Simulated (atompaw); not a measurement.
Reading a pseudo-wave (selenium)

Columns: radius, all-electron u(r) and pseudo u(r) of the 4s shell (level -26.86 eV) of selenium in the configuration [Ar] 3d10 4s2 4p3; PBE, scalar-relativistic, PAW (atompaw) scheme, atompaw 4.2.0.5.

| r (bohr) | all-electron | pseudo |
| --- | --- | --- |
| 0.067 | 0.0623 | 0.0420 |
| 0.135 | 0.2573 | 0.0850 |
| 0.202 | 0.1090 | 0.1280 |
| 0.269 | -0.1351 | 0.1720 |
| 0.337 | -0.3249 | 0.2179 |
| 0.404 | -0.4093 | 0.2644 |
| 0.471 | -0.3996 | 0.3122 |
| 0.538 | -0.3216 | 0.3611 |
| 0.606 | -0.1995 | 0.4117 |
| 0.673 | -0.0587 | 0.4619 |
| 0.740 | 0.0871 | 0.5122 |
| 0.808 | 0.2299 | 0.5625 |
| 0.875 | 0.3589 | 0.6106 |
| 0.942 | 0.4732 | 0.6565 |
| 1.010 | 0.5724 | 0.7000 |
| 1.077 | 0.6536 | 0.7389 |
| 1.144 | 0.7190 | 0.7731 |
| 1.212 | 0.7703 | 0.8024 |
| 1.279 | 0.8075 | 0.8253 |
| 1.346 | 0.8329 | 0.8418 |
| 1.413 | 0.8478 | 0.8517 |
| 1.481 | 0.8536 | 0.8550 |
| 1.548 | 0.8514 | 0.8518 |
| 1.615 | 0.8427 | 0.8428 |
| 1.683 | 0.8282 | 0.8282 |
| 1.750 | 0.8093 | 0.8093 |

**Question.** How many radial nodes do the two functions have?

**Answer.** The all-electron 4s function has n − l − 1 = 3 (the table is too coarse to show those close to the nucleus); the pseudo-wave has 0, since the states of the same l below it are removed with the core.

**Question.** Is the pseudo-wave norm-conserving?

**Answer.** No, it belongs to a PAW set: the norm inside the radius is not constrained, and the difference is carried by the augmentation charge.
